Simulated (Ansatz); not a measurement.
`C=CB(S)[SiH2]F` and `C=CB(S)Cl` differ in one atom or group.

Ansatz, PBE0-D4/def2-TZVP geometries, multiplicity 1. Each molecule was computed in one conformer, which needn't be the lowest.

```tsv
property	`C=CB(S)[SiH2]F`
HOMO–LUMO gap (PBE0/def2-TZVPP) / eV	5.64
HOMO energy (B3LYP/def2-TZVPP) / eV	-7.61
HOMO energy (PBE/def2-TZVPP) / eV	-6.71
HOMO energy (PBE0/def2-TZVPP) / eV	-7.83
HOMO energy (ωB97M-V/def2-TZVPP) / eV	-9.95
size of the dipole moment (PBE/def2-TZVPP) / D	2.36
```

Question: Give the same properties after the change, and the shifts. (Best estimate.)

Answer: Computed: 
```tsv
property	`C=CB(S)Cl`	shift
HOMO–LUMO gap (PBE0/def2-TZVPP) / eV	6.03	0.39
HOMO energy (B3LYP/def2-TZVPP) / eV	-7.63	-0.02
HOMO energy (PBE/def2-TZVPP) / eV	-6.77	-0.06
HOMO energy (PBE0/def2-TZVPP) / eV	-7.89	-0.06
HOMO energy (ωB97M-V/def2-TZVPP) / eV	-10.01	-0.06
size of the dipole moment (PBE/def2-TZVPP) / D	0.54	-1.82
```

With PBE0 the HOMO falls by 0.06 eV and the LUMO rises by 0.33 eV, so the gap widens by about 0.39 eV. PBE moves the HOMO by -0.06 eV and ωB97M-V by -0.06 eV. Dipoles are sizes alone; their direction can turn.

B3LYP here is the variant with VWN-RPA as its local correlation; programs differ in this.
